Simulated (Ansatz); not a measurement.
A nudged elastic band was laid between two geometries of C2H8ClNSi (13 atoms, charge 0, multiplicity 1).

The calculation used RKS PBE-D4/def2-SVP in Ansatz 0.2.0.

```yaml
movable_images: 5
climbing_image: yes
spring: 0.5 eV/Å²
optimiser: quadratic models (default)
start_path: through a guess of the saddle point
force_threshold: 0.05 eV/Å
iteration_limit: 60
end_points: relaxed
```

Initial state:

```xyz
13
Properties=species:S:1:pos:R:3
C -1.576 -0.605 0.473
N -0.224 -0.543 1.006
C 0.823 -0.479 -0.005
Si 1.148 1.266 -0.682
Cl -0.432 1.978 -1.862
H -1.754 -1.451 -0.244
H -1.818 0.331 -0.071
H -2.301 -0.703 1.306
H -0.060 -1.353 1.614
H 1.799 -0.743 0.465
H 0.696 -1.195 -0.864
H 2.367 1.221 -1.564
H 1.353 2.240 0.440
```

Final state:

```xyz
13
Properties=species:S:1:pos:R:3
C -1.564 -0.658 0.444
N -0.201 -0.638 0.952
C 0.824 -0.471 -0.070
Si 1.131 1.333 -0.577
Cl -0.479 2.152 -1.642
H -2.271 -0.838 1.279
H -1.754 -1.436 -0.344
H -1.821 0.322 -0.005
H -0.021 -1.500 1.478
H 1.810 -0.776 0.351
H 0.680 -1.100 -0.992
H 2.326 1.383 -1.490
H 1.361 2.192 0.632
```

Q: Which bonds break or form, and what moves?

A: No bond is made or broken. The dihedral H6–C1–N2–C3 goes from 56 to 177°. The two ends are copies of one structure, up to a mirror image or an exchange of like atoms.

Q: Give the energies along the band, and the barrier.

A: It converged. The highest image is number 3 of 0 to 6, 0.129 eV above the ends, which have the same energy within 2 meV. Another band between the same ends (5 images) ends at a top of the same energy, where a vibrational analysis finds 1 clearly imaginary mode.

```json
{"image": "0", "path coordinate (Å)": "0.00", "energy (eV)": "0.000", "dihedral H6–C1–N2–C3 (°)": "56"}
{"image": "1", "path coordinate (Å)": "0.61", "energy (eV)": "0.021", "dihedral H6–C1–N2–C3 (°)": "70"}
{"image": "2", "path coordinate (Å)": "1.23", "energy (eV)": "0.088", "dihedral H6–C1–N2–C3 (°)": "93"}
{"image": "3", "path coordinate (Å)": "1.89", "energy (eV)": "0.129", "dihedral H6–C1–N2–C3 (°)": "116"}
{"image": "4", "path coordinate (Å)": "2.54", "energy (eV)": "0.084", "dihedral H6–C1–N2–C3 (°)": "141"}
{"image": "5", "path coordinate (Å)": "3.21", "energy (eV)": "0.016", "dihedral H6–C1–N2–C3 (°)": "165"}
{"image": "6", "path coordinate (Å)": "3.88", "energy (eV)": "0.000", "dihedral H6–C1–N2–C3 (°)": "177"}
```

Q: What is the geometry of the highest image?

A: 
```xyz
13
Properties=species:S:1:pos:R:3:forces:R:3
C -1.582 -0.640 0.434 -0.01 0.00 0.01
N -0.206 -0.637 0.929 0.01 0.00 0.00
C 0.847 -0.484 -0.061 0.00 0.00 -0.01
Si 1.144 1.318 -0.584 0.00 0.02 0.01
Cl -0.524 2.123 -1.564 -0.01 -0.01 -0.01
H -2.091 -1.612 0.617 0.00 0.00 0.00
H -1.617 -0.456 -0.660 0.00 0.00 0.00
H -2.203 0.153 0.908 0.00 0.00 0.00
H -0.028 -1.458 1.511 -0.01 0.00 0.00
H 1.820 -0.776 0.397 0.00 0.00 0.00
H 0.744 -1.127 -0.978 0.00 0.00 0.00
H 2.299 1.381 -1.548 0.00 0.00 0.00
H 1.418 2.181 0.613 0.01 -0.01 0.00
```

Run time: 2 min on 2 threads of Arm Neoverse V2, on a shared host, peak memory 0.16 GiB.
